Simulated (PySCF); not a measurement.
## Selenium: a sound run and one with changed settings

Sound run: Se⁺ [Ar] 3d10 4s2 4p3, Se²⁺ [Ar] 3d10 4s2 4p2. Calculation: PySCF 2.14, in x2c-SVPall; the spin-free X2C one-electron Hamiltonian (Gaussian nucleus). In the sound run the correlated levels freeze [Ar] 3d10. The sound run starts from symmetry-adapted Hartree-Fock orbitals and uses a fine grid where one is needed.

Changed run: all electrons correlated in a basis built for the valence shell.

```csv
species,method,sound run (hartree),changed run (hartree),converged
Se⁺,MP2,-2427.38872,-2427.54056,yes
Se²⁺,MP2,-2426.60797,-2426.75796,yes
```

Ionisation energy of Se⁺:

| method | sound run (eV) | changed run (eV) |
| --- | --- | --- |
| UHF | 20.883 | 20.883 |
| MP2 | 21.245 | 21.295 |
| SCS-MP2 | 21.115 | 21.144 |

A valence basis has no tight correlating functions, so it recovers only part of the core correlation, and not evenly between atom and ion.

For comparison, NIST gives 21.196 ± 0.01 eV between the lowest levels.
